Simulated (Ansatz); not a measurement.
Species: C4H12Sn, SMILES `[CH3][Sn]([CH3])([CH3])[CH3]` (charge 0, multiplicity 1).

Give a relaxed geometry from r2SCAN-D4/def2-SVP (Ansatz, an electronic-structure program).

the end point of this relaxation (outside a Z-matrix the atoms follow the SMILES, hydrogens last).
Z-matrix (Å, degrees):
```
Sn
C 1 2.1639
H 2 1.1006 1 110.45
H 2 1.1006 3 108.49 1 -121.17
H 2 1.1006 3 108.49 4 -117.68
C 1 2.1639 2 109.47 3 -59.48
H 6 1.1006 1 110.44 2 -179.21
H 6 1.1006 7 108.49 1 -121.17
H 6 1.1006 7 108.49 8 -117.68
C 1 2.1639 2 109.48 3 60.52
H 10 1.1006 1 110.43 2 178.77
H 10 1.1006 11 108.49 1 121.16
H 10 1.1006 11 108.49 12 117.68
C 1 2.1639 2 109.47 3 -179.48
H 14 1.1006 1 110.44 2 -59.20
H 14 1.1006 15 108.49 1 -121.17
H 14 1.1006 15 108.49 16 -117.68
```
